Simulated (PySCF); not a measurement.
**Correlation energy of Ir³⁺ (iridium, charge +3)**

[Xe] 4f14 5d6, high-spin 5D determinant. Calculation: PySCF 2.14, in def2-TZVPPD with the def2 core potential (60 electrons); a scalar-relativistic core potential. Frozen: 5s2 5p6; 6 electrons correlated.

```
  level  correlation energy (mhartree)
   CCSD                         -99.78
    (T)                          -1.81
CCSD(T)                        -101.59
```

Diagnostics: T1 = 0.0015, D1 = 0.0034, largest double amplitude 0.037.

Spin-orbit coupling, absent here, splits the open shell strongly.

Cost of the coupled-cluster step: about 5 core-seconds, for 6 correlated electrons.

Iterations:

```
CC2 = 0
CCSD nocc = (np.int64(5), np.int64(1)), nmo = (55, 55)
frozen orbitals [[0, 1, 2, 3], [0, 1, 2, 3]]
max_cycle = 100
direct = 0
conv_tol = 1e-08
conv_tol_normt = 1e-06
diis_space = 8
diis_start_cycle = 0
Init t2, MP2 energy = -0.0935296548895453
Init E_corr(UCCSD) = -0.0935296548897925
cycle = 1  E_corr(UCCSD) = -0.0986272961901314  dE = -0.0050976413  norm(t1,t2) = 0.0170781
cycle = 2  E_corr(UCCSD) = -0.0992280609244871  dE = -0.000600764734  norm(t1,t2) = 0.00903946
cycle = 3  E_corr(UCCSD) = -0.0997768727053105  dE = -0.000548811781  norm(t1,t2) = 0.0060849
cycle = 4  E_corr(UCCSD) = -0.0997671067162948  dE = 9.76598902e-06  norm(t1,t2) = 0.00166617
cycle = 5  E_corr(UCCSD) = -0.0997854742637037  dE = -1.83675474e-05  norm(t1,t2) = 0.000448535
cycle = 6  E_corr(UCCSD) = -0.0997836179178148  dE = 1.85634589e-06  norm(t1,t2) = 0.000137768
cycle = 7  E_corr(UCCSD) = -0.0997843340440834  dE = -7.16126269e-07  norm(t1,t2) = 6.31862e-05
cycle = 8  E_corr(UCCSD) = -0.099784408079667  dE = -7.40355836e-08  norm(t1,t2) = 1.98261e-05
cycle = 9  E_corr(UCCSD) = -0.0997843619482354  dE = 4.61314316e-08  norm(t1,t2) = 4.5597e-06
cycle = 10  E_corr(UCCSD) = -0.0997843571790748  dE = 4.76916062e-09  norm(t1,t2) = 1.39806e-06
cycle = 11  E_corr(UCCSD) = -0.099784360857863  dE = -3.67878818e-09  norm(t1,t2) = 4.86713e-07
UCCSD converged
E(UCCSD) = -101.6762637424574  E_corr = -0.09978436085786298
UCCSD(T) correction = -0.00180998853224315
```
